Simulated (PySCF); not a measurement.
# Ionisation energy of F²⁺ by level of theory

F²⁺ [He] 2s2 2p3 (4S) → F³⁺ [He] 2s2 2p2 (3P), as a difference of total energies. Computed with PySCF 2.14 in aug-cc-pVQZ, with no relativity, point nucleus. Correlated levels: valence: 1s2 frozen. The calculations carry no spin-orbit coupling.

| method | ionisation energy (eV) | plus first-order spin-orbit estimate | difference from reference of that sum (eV) |
| --- | --- | --- | --- |
| UHF | 62.256 | 62.203 | -0.505 |
| LDA | 63.184 | 63.130 | +0.422 |
| PBE | 62.850 | 62.796 | +0.088 |
| PBE0 | 62.929 | 62.875 | +0.167 |
| r2SCAN | 63.172 | 63.118 | +0.410 |
| HSE06 | 62.919 | 62.865 | +0.157 |
| revPBE | 62.766 | 62.712 | +0.004 |
| B2PLYP | 62.802 | 62.748 | +0.040 |
| TPSSh | 62.878 | 62.824 | +0.116 |
| MP2 (valence) | 62.895 | 62.841 | +0.133 |
| SCS-MP2 (valence) | 62.620 | 62.567 | -0.141 |

Reference: 62.708 eV (semi-empirical (NIST evaluation); NIST Atomic Spectra Database, ionization energies).

A first-order spin-orbit estimate (lowest level to lowest level, LS coupling) adds -0.054 eV.

Errors of the correlated levels include the incompleteness of this basis and the frozen core.
